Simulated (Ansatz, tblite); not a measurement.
Cost and result up the ladder for Li₅H₁₀⁻ (the lowest singlet isomer of a short search) (15 atoms). Charge -1, multiplicity 1. Geometry: PBE-D4/def2-TZVPD.

```xyz
15

Li    0.450   -0.929    1.741
Li   -0.086   -0.994   -0.800
Li    1.538    0.822   -1.181
Li   -0.047    1.362    0.611
Li   -1.780   -0.539    1.155
H    -3.484   -0.016    0.356
H     3.218   -0.099   -1.878
H    -0.750   -2.028    0.890
H     1.013    2.397   -0.465
H     0.978   -0.563   -2.227
H    -3.913   -0.336    0.905
H     1.244   -0.151    0.410
H    -1.384    0.331   -0.310
H    -0.706    0.370    2.325
H     3.709    0.373   -1.532
```

Ansatz on 4 threads of Arm Neoverse V2 on a shared host; xTB runs through tblite on one thread. Times are rough, summed over both states, and most runs start from the orbitals of an earlier one. PBE0-D4/def2-TZVPD serves as the yardstick here, not as an exact answer. The other state is a doublet.

The xTB rows come from tblite. In the singlet, H7 and H15 lie 0.76 Å apart, H6 and H11 lie 0.77 Å apart (atoms count from 1), so H2 has formed as a molecule. The structure comes from a short search, and lower isomers may exist.

Raw xTB energies of ions are shifted by several eV.

```csv
level,functions,wall time
GFN1-xTB,40,0.01 s
PBE-D4/def2-TZVPD (with forces),175,4.8 s
PBE0-D4/def2-TZVPD,175,5.3 s
r2SCAN-D4/def2-TZVPD,175,8.2 s
```

Problem. Estimate what each level gives for the vertical IE (eV).

Solution. 
```json
{"level": "GFN1-xTB", "vertical IE (eV)": "9.12", "difference from PBE0-D4/def2-TZVPD (eV)": "5.78"}
{"level": "PBE-D4/def2-TZVPD (with forces)", "vertical IE (eV)": "2.99", "difference from PBE0-D4/def2-TZVPD (eV)": "-0.34"}
{"level": "PBE0-D4/def2-TZVPD", "vertical IE (eV)": "3.34", "difference from PBE0-D4/def2-TZVPD (eV)": "0.00"}
{"level": "r2SCAN-D4/def2-TZVPD", "vertical IE (eV)": "3.04", "difference from PBE0-D4/def2-TZVPD (eV)": "-0.30"}
```
